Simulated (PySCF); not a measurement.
Electron correlation in Se⁺ (selenium, charge +1)

[Ar] 3d10 4s2 4p3, high-spin 4S determinant. Computed with PySCF 2.14 in aug-cc-pVDZ-DK (6s5p3d, 36 functions), with the spin-free X2C one-electron Hamiltonian (Gaussian nucleus). Frozen: [Ar] 3d10; 5 electrons correlated.

| level | correlation energy (mhartree) |
| --- | --- |
| CCSD | -72.14 |
| (T) | -0.82 |
| CCSD(T) | -72.96 |
| CCSDT | -73.15 |

Diagnostics: T1 = 0.0017, D1 = 0.0031, largest double amplitude 0.046.

Cost of the coupled-cluster step: about 0.25 core-seconds, for 5 correlated electrons.

Iterations:

```
CC2 = 0
CCSD nocc = (np.int64(4), np.int64(1)), nmo = (22, 22)
frozen orbitals [[0, 1, 2, 3, 4, 5, 6, 7, 8, 9, 10, 11, 12, 13], [0, 1, 2, 3, 4, 5, 6, 7, 8, 9, 10, 11, 12, 13]]
max_cycle = 100
direct = 0
conv_tol = 1e-08
conv_tol_normt = 1e-06
diis_space = 8
diis_start_cycle = 0
Init t2, MP2 energy = -0.0573835321005343
Init E_corr(UCCSD) = -0.0573835321352675
cycle = 1  E_corr(UCCSD) = -0.0689418282325654  dE = -0.0115582961  norm(t1,t2) = 0.0364872
cycle = 2  E_corr(UCCSD) = -0.0713368915419445  dE = -0.00239506331  norm(t1,t2) = 0.00965577
cycle = 3  E_corr(UCCSD) = -0.0721595169200282  dE = -0.000822625378  norm(t1,t2) = 0.00321275
cycle = 4  E_corr(UCCSD) = -0.0721417842777742  dE = 1.77326423e-05  norm(t1,t2) = 0.000418307
cycle = 5  E_corr(UCCSD) = -0.072142207284413  dE = -4.23006639e-07  norm(t1,t2) = 4.83071e-05
cycle = 6  E_corr(UCCSD) = -0.0721418740159125  dE = 3.33268501e-07  norm(t1,t2) = 9.82056e-06
cycle = 7  E_corr(UCCSD) = -0.0721420854710357  dE = -2.11455123e-07  norm(t1,t2) = 1.61486e-06
cycle = 8  E_corr(UCCSD) = -0.0721420164356259  dE = 6.90354098e-08  norm(t1,t2) = 2.1998e-07
cycle = 9  E_corr(UCCSD) = -0.072142020738078  dE = -4.30245213e-09  norm(t1,t2) = 3.90687e-08
UCCSD converged
E(UCCSD) = -2427.719952180349  E_corr = -0.07214202073807802
UCCSD(T) correction = -0.000822048172903649
```
